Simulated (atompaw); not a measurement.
## nitrogen (N): PAW (atompaw) pseudisation with PBE, scalar-relativistic reference atom.

| Property | Result |
| --- | --- |
| Element | N |
| Generator | atompaw 4.2.0.5 |
| Type | PAW |
| Functional | PBE |
| Relativity | scalar-relativistic |
| Frozen core | [He] |
| Valence charge | 5 |
| Reference configuration | 2s2 2p3 |
| Partial waves | 2s (bound); 2s channel at 0.65 Ry; 2p (bound); 2p channel at 1.9 Ry |
| Local potential | troulliermartins scheme with l = 2 at 0.5 Ry, radius 1.65 bohr |
| Core correction | smooth core density matched at 1.75 bohr |
| Augmentation charge | sinc compensation charge, radius 1.65 bohr; PAW radius 1.85 bohr; waves and projectors: bloechl |

Poles of the logarithmic derivatives, all-electron (AE) and pseudo (PS). s: poles at -0.3 (AE) and -0.3 (PS) Ry. p: poles at 0.5 (AE) and 0.5 (PS) Ry. Test radius 1.85 bohr.

- Cutoffs needed: 35 Ry and 50 Ry (the cutoffs (Ry, on a coarse ladder) from which the occupation-weighted sum of valence levels, in a spherical-Bessel basis at the reference potential, stays within 10 and 1 mRy of its value at 400 Ry)
- Ghost test: no extra level below or beside the all-electron valence levels (s, p, d, f tested) (spherical-Bessel basis up to 400 Ry, 20 bohr box)
- Lowest eigenvalue of the overlap operator: 0.64 (s channel)
- Overlap eigenvalues printed by atompaw (projector basis): 0.0909, 0.546, 0.956, 4.76
- Share of each valence orbital outside the PAW sphere: 2s 17 %, 2p 26 %
